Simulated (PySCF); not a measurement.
Species: 4-ethylaniline, C8H11N.
Atom-mapped SMILES: `[CH3:1][CH2:2][c:3]1[cH:4][cH:5][c:6]([NH2:7])[cH:8][cH:9]1` (hydrogens: H10, H11, H12 on C1; H13, H14 on C2; H15 on C4; H16 on C5; H17, H18 on N7; H19 on C8; H20 on C9)

Computed by this run: PBE0-D3(BJ)/def2-SVP geometry optimisation, gas phase (PySCF); density fitting, grid level 1; the optimiser is geomeTRIC in internal coordinates, started from a GFN2-xTB structure with every atom displaced at random (about 0.01 Å).

Step 0: E = -9947.0585 eV
```
atom  x, y, z in Å  |  force x, y, z in eV/Å
C1      2.8994   -0.5540    0.0046   -1.307   1.634   0.041
C2      2.1118    0.7840    0.1623   -0.238  -1.217  -0.200
C3      0.6195    0.5351    0.2642    2.811   0.500   1.017
C4      0.0760    0.3012    1.5007   -2.780  -0.524  -0.112
C5     -1.3108    0.0255    1.5930    1.230   0.357   0.681
C6     -2.1115   -0.0029    0.4600    0.122  -0.207  -0.225
N7     -3.4370   -0.3485    0.5481   -0.686   0.036  -0.239
C8     -1.4965    0.2363   -0.7804   -1.373  -0.267   0.413
C9     -0.1618    0.5007   -0.8425   -0.427   0.099  -1.806
H10     3.9459   -0.3478   -0.0696    1.143   0.019  -0.146
H11     2.5375   -1.0507   -0.8868   -0.011  -0.438  -0.471
H12     2.7057   -1.1759    0.8622   -0.067  -0.584   0.587
H13     2.4449    1.3099    1.0525    0.240   0.253   0.408
H14     2.3055    1.4328   -0.6886    0.196   0.281  -0.386
H15     0.6394    0.3184    2.4027    0.767   0.076   0.823
H16    -1.7579   -0.1323    2.5784   -0.030  -0.085   0.008
H17    -3.8767   -0.1990    1.4459   -0.014  -0.006   0.045
H18    -4.0302   -0.0612   -0.2253    0.124  -0.052   0.145
H19    -2.1225    0.1989   -1.6666   -0.020   0.042  -0.345
H20     0.2571    0.6877   -1.8258    0.321   0.083  -0.236
```

Step 1: E = -9947.2928 eV
```
atom  x, y, z in Å  |  force x, y, z in eV/Å
C1      2.9261   -0.5225    0.0017    0.080   0.036   0.068
C2      2.1277    0.7698    0.1583    0.111   0.148   0.036
C3      0.6487    0.5342    0.2731   -0.352  -0.057  -0.205
C4      0.0287    0.2904    1.5035    0.291   0.041   0.279
C5     -1.3295    0.0215    1.6123   -0.121  -0.056  -0.151
C6     -2.1434   -0.0245    0.4662   -0.076   0.037   0.124
N7     -3.4909   -0.3357    0.5510    0.128   0.000   0.039
C8     -1.5370    0.2216   -0.7736    0.111   0.001  -0.125
C9     -0.1755    0.4907   -0.8628    0.123   0.005   0.206
H10     4.0114   -0.3234   -0.0795   -0.167  -0.040   0.007
H11     2.6049   -1.0692   -0.8988    0.034  -0.018   0.019
H12     2.7604   -1.1840    0.8691    0.039   0.012  -0.079
H13     2.4789    1.3171    1.0529   -0.007  -0.059  -0.080
H14     2.3270    1.4343   -0.7028   -0.018  -0.064   0.074
H15     0.6365    0.3205    2.4207   -0.118  -0.010  -0.161
H16    -1.7761   -0.1646    2.5924    0.017   0.012   0.029
H17    -3.9226   -0.1799    1.4524   -0.009   0.002   0.002
H18    -4.0637   -0.0132   -0.2170   -0.030   0.000  -0.023
H19    -2.1398    0.1959   -1.6855   -0.034   0.002   0.006
H20     0.2658    0.6793   -1.8445    0.000   0.008  -0.065
```

Step 2: E = -9947.2944 eV
```
atom  x, y, z in Å  |  force x, y, z in eV/Å
C1      2.9211   -0.5224    0.0126   -0.004   0.025   0.008
C2      2.1209    0.7695    0.1636    0.041   0.028  -0.093
C3      0.6382    0.5337    0.2602    0.081  -0.001   0.045
C4      0.0392    0.2902    1.5008   -0.148  -0.002  -0.135
C5     -1.3210    0.0219    1.5989   -0.013  -0.023   0.097
C6     -2.1389   -0.0185    0.4577   -0.032  -0.015   0.054
N7     -3.4820   -0.3350    0.5623   -0.003   0.015  -0.044
C8     -1.5416    0.2246   -0.7893    0.023  -0.004   0.044
C9     -0.1804    0.4928   -0.8757    0.096   0.020   0.058
H10     4.0021   -0.3220   -0.0563   -0.008  -0.005  -0.002
H11     2.6157   -1.0695   -0.8926    0.007  -0.006  -0.004
H12     2.7520   -1.1905    0.8714    0.002  -0.004  -0.003
H13     2.4647    1.3110    1.0610   -0.010  -0.009  -0.010
H14     2.3300    1.4340   -0.6914    0.017  -0.008  -0.006
H15     0.6472    0.3184    2.4114   -0.025  -0.003  -0.043
H16    -1.7664   -0.1637    2.5803   -0.017   0.000   0.010
H17    -3.9025   -0.1797    1.4692    0.000   0.003  -0.005
H18    -4.0694   -0.0209   -0.1990   -0.007  -0.009   0.003
H19    -2.1515    0.2008   -1.6971   -0.005   0.001   0.016
H20     0.2606    0.6834   -1.8591    0.004  -0.002   0.007
```

**Question.** Estimate the geometry and energy of step 3. (The exact step hangs on the optimiser's Hessian estimate; all steps are aligned on step 2, rigid shifts and turns removed.)

**Answer.** E = -9947.2966 eV, largest force 0.070 eV/Å
```
atom  x, y, z in Å  |  force x, y, z in eV/Å
C1      2.9262   -0.5205    0.0065   -0.039   0.004  -0.009
C2      2.1246    0.7699    0.1594   -0.026  -0.045   0.013
C3      0.6411    0.5319    0.2665    0.059   0.006   0.029
C4      0.0291    0.2888    1.5013   -0.018   0.001  -0.008
C5     -1.3310    0.0200    1.6104    0.059   0.020  -0.031
C6     -2.1432   -0.0179    0.4661    0.000  -0.022  -0.023
N7     -3.4871   -0.3327    0.5563   -0.021   0.019  -0.024
C8     -1.5350    0.2238   -0.7770   -0.058   0.002  -0.039
C9     -0.1738    0.4913   -0.8688   -0.038  -0.003   0.013
H10     4.0046   -0.3180   -0.0694    0.054   0.011  -0.005
H11     2.6193   -1.0715   -0.8957   -0.006   0.001  -0.011
H12     2.7661   -1.1890    0.8658   -0.010  -0.008   0.024
H13     2.4737    1.3126    1.0526    0.005   0.015   0.028
H14     2.3287    1.4314   -0.6978   -0.003   0.013  -0.025
H15     0.6343    0.3167    2.4105    0.041   0.001   0.053
H16    -1.7752   -0.1625    2.5934    0.011   0.003  -0.012
H17    -3.9176   -0.1768    1.4585    0.000   0.000  -0.004
H18    -4.0678   -0.0212   -0.2117    0.010  -0.010   0.009
H19    -2.1452    0.2011   -1.6845   -0.006  -0.001   0.000
H20     0.2659    0.6809   -1.8535   -0.015  -0.008   0.022
```

The energy changes by -0.0022 eV. The first-order estimate −F·Δx gives -0.0073 eV and the mean of the old and new forces, exact on a quadratic surface, -0.0023 eV. The step makes an angle of 64° with the force vector and moves no atom by more than 0.019 Å.

The cost below is that of the whole optimisation. On an Arm Neoverse N1 with one thread, on a shared host, this took 2.8 min and 0.73 GiB of memory at its peak.
